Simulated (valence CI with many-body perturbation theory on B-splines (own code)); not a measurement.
# Sr³²⁺: calculated level list

Level of theory: valence CI with perturbative core correlation (CI+MBPT): four valence electrons over a frozen Dirac-Fock core [He], radial functions for each j: 11 s, 11 p, 10 d, 8 f, 5 g, 2 h, with the one-electron correlation potential Σ1, the two-electron term Σ2, the three-electron term Σ3, Breit, model QED; selected CI, second order for the rest, scaled by the run's own slope (own B-spline code, finite nucleus).

The last digits are not significant, and no measured levels were compared; by estimate large intervals hold to a few tenths of a per cent, small ones and those within an open d or f shell to about a per cent. Among the levels kept, up to 1100 cm⁻¹ of a level comes from second order outside the variational space, and about a tenth of that is noise between levels of different J, which matters for small intervals.

Levels 91 to 135 of 195, with energies above the lowest level, (2s^2 2p1/2^2) J=0. "Leading %" is the weight of the configuration and term that name the level; weights of strongly mixed levels are sums over their largest components and can fall short. In the jj column 3d3/2^4 stands for four electrons in 3d with j = 3/2.

```tsv
No.	Configuration	Term	J	E (eV)	Leading %	Second component	g	Leading jj
91	2s 2p2 3p	3F°	3	2543.9	56	23 % 2s 2p2 3p 3D°	1.130	2s 2p1/2 2p3/2 3p3/2 (92 %)
92	2s 2p2 3d	5F	5	2544.8	68	32 % 2s 2p2 3d 3G	1.331	2s 2p1/2 2p3/2 3d5/2 (88 %)
93	2s 2p2 3p	3D°	2	2545.4	33	22 % 2s 2p2 3p 3P°	1.153	2s 2p1/2 2p3/2 3p3/2 (89 %)
94	2s 2p2 3d	3P	1	2546.7	38	33 % 2s 2p2 3d 3D	1.083	2s 2p1/2 2p3/2 3d5/2 (90 %)
95	2s 2p2 3d	5D	3	2549.8	40	23 % 2s 2p2 3d 3D	1.341	2s 2p1/2 2p3/2 3d3/2 (51 %)
96	2s 2p2 3d	5P	2	2550.2	46	20 % 2s 2p2 3d 5D	1.569	2s 2p1/2 2p3/2 3d3/2 (78 %)
97	2s 2p2 3p	3P°	1	2551.8	45	19 % 2s 2p2 3p 3D°	1.252	2s 2p1/2 2p3/2 3p3/2 (92 %)
98	2s 2p2 3d	5P	1	2552.0	62	14 % 2s 2p2 3d 3P	2.152	2s 2p1/2 2p3/2 3d3/2 (82 %)
99	2s 2p2 3p	3P°	0	2552.1	89	10 % 2s 2p2 3p 1S°		2s 2p1/2 2p3/2 3p3/2 (95 %)
100	2s 2p2 3p	3D°	2	2553.8	48	22 % 2s 2p2 3p 1D°	1.206	2s 2p1/2 2p3/2 3p3/2 (81 %)
101	2s 2p2 3p	3P°	1	2557.7	58	10 % 2s 2p2 3p 1P°	1.326	2s 2p1/2 2p3/2 3p3/2 (81 %)
102	2s 2p2 3d	3D	2	2561.5	32	19 % 2s 2p2 3d 3F	1.104	2s 2p1/2 2p3/2 3d5/2 (72 %)
103	2s 2p2 3d	3D	3	2562.8	64	18 % 2s 2p2 3d 1F	1.248	2s 2p1/2 2p3/2 3d5/2 (68 %)
104	2s 2p2 3d	3F	4	2565.0	55	24 % 2s 2p2 3d 1G	1.202	2s 2p1/2 2p3/2 3d5/2 (60 %)
105	2s 2p2 3d	3D	1	2565.9	55	20 % 2s 2p2 3d 3P	0.873	2s 2p1/2 2p3/2 3d5/2 (80 %)
106	2s 2p2 3d	3P	0	2566.0	77	15 % 2s 2p2 3d 1S		2s 2p1/2 2p3/2 3d5/2 (81 %)
107	2s 2p2 3p	3P°	2	2569.3	33	24 % 2s 2p2 3p 3D°	1.426	2s 2p3/2^2 3p1/2 (84 %)
108	2s 2p2 3s	3S	1	2572.0	59	26 % 2s 2p2 3s 3P	1.787	2s 2p3/2^2 3s (86 %)
109	2s 2p2 3p	3D°	3	2572.1	51	24 % 2s 2p2 3p 1F°	1.236	2s 2p3/2^2 3p1/2 (86 %)
110	2s 2p2 3s	3P	2	2575.1	72	11 % 2s 2p2 3s 1D	1.405	2s 2p3/2^2 3s (88 %)
111	2s 2p2 3s	1P	1	2576.8	60	15 % 2s 2p2 3s 3D	1.065	2s 2p3/2^2 3s (89 %)
112	2s 2p2 3d	3G	3	2578.8	64	19 % 2s 2p2 3d 1F	0.858	2s 2p1/2 2p3/2 3d3/2 (95 %)
113	2s 2p2 3p	3D°	3	2582.0	57	19 % 2s 2p2 3p 1F°	1.324	2s 2p3/2^2 3p3/2 (88 %)
114	2s 2p2 3p	3F°	4	2582.5	67	33 % 2s 2p2 3p 5D°	1.325	2s 2p3/2^2 3p3/2 (88 %)
115	2s 2p2 3s	1S	0	2583.1	71	25 % 2s 2p2 3s 3P		2s 2p3/2^2 3s (92 %)
116	2s 2p2 3d	3F	2	2583.8	58	22 % 2s 2p2 3d 1D	0.836	2s 2p1/2 2p3/2 3d3/2 (79 %)
117	2s 2p2 3p	1P°	1	2588.0	39	34 % 2s 2p2 3p 3P°	1.335	2s 2p3/2^2 3p3/2 (82 %)
118	2s 2p2 3d	3G	4	2588.4	49	28 % 2s 2p2 3d 3F	1.096	2s 2p1/2 2p3/2 3d5/2 (94 %)
119	2s 2p2 3d	3D	1	2589.5	59	27 % 2s 2p2 3d 1P	0.713	2s 2p1/2 2p3/2 3d3/2 (84 %)
120	2s 2p2 3d	3D	3	2589.9	36	30 % 2s 2p2 3d 3F	1.131	2s 2p1/2 2p3/2 3d5/2 (90 %)
121	2s 2p2 3d	3D	1	2591.5	47	28 % 2s 2p2 3d 1P	0.839	2s 2p1/2 2p3/2 3d3/2 (67 %)
122	2s 2p2 3d	3F	2	2594.6	29	12 % 2s 2p2 3d 1D	1.058	2s 2p1/2 2p3/2 3d3/2 (68 %)
123	2s 2p2 3d	3D	2	2596.0	30	16 % 2s 2p2 3d 1D	1.054	2s 2p1/2 2p3/2 3d5/2 (69 %)
124	2s 2p2 3d	3P	0	2596.5	75	21 % 2s 2p2 3d 1S		2s 2p1/2 2p3/2 3d3/2 (92 %)
125	2s 2p2 3p	3P°	2	2598.4	44	17 % 2s 2p2 3p 1D°	1.393	2s 2p3/2^2 3p3/2 (78 %)
126	2s 2p2 3d	3F	3	2598.4	44	26 % 2s 2p2 3d 1F	1.134	2s 2p1/2 2p3/2 3d5/2 (82 %)
127	2s 2p2 3d	3P	1	2598.5	50	27 % 2s 2p2 3d 3S	1.472	2s 2p1/2 2p3/2 3d5/2 (71 %)
128	2p3 3s	5S°	2	2600.0	42	27 % 2p3 3s 3P°	1.606	2p1/2^2 2p3/2 3s (72 %)
129	2s 2p2 3d	3D	2	2603.1	47	25 % 2s 2p2 3d 3P	1.206	2s 2p1/2 2p3/2 3d5/2 (81 %)
130	2p3 3s	3S°	1	2607.8	36	21 % 2p3 3s 3D°	1.339	2p1/2^2 2p3/2 3s (80 %)
131	2s 2p2 3p	3P°	0	2615.3	73	20 % 2s 2p2 3p 1S°		2s 2p3/2^2 3p1/2 (85 %)
132	2s 2p2 3p	3P°	1	2617.3	37	21 % 2s 2p2 3p 3D°	1.184	2s 2p3/2^2 3p1/2 (87 %)
133	2s 2p2 3p	3P°	1	2618.5	37	24 % 2s 2p2 3p 1P°	1.412	2s 2p3/2^2 3p1/2 (85 %)
134	2s 2p2 3p	3D°	2	2619.1	39	24 % 2s 2p2 3p 1D°	1.130	2s 2p3/2^2 3p1/2 (88 %)
135	2s 2p2 3d	3F	4	2623.1	62	22 % 2s 2p2 3d 5D	1.287	2s 2p3/2^2 3d5/2 (81 %)
```

Where two levels of one J and parity lie close, their mixing, g and order are uncertain.
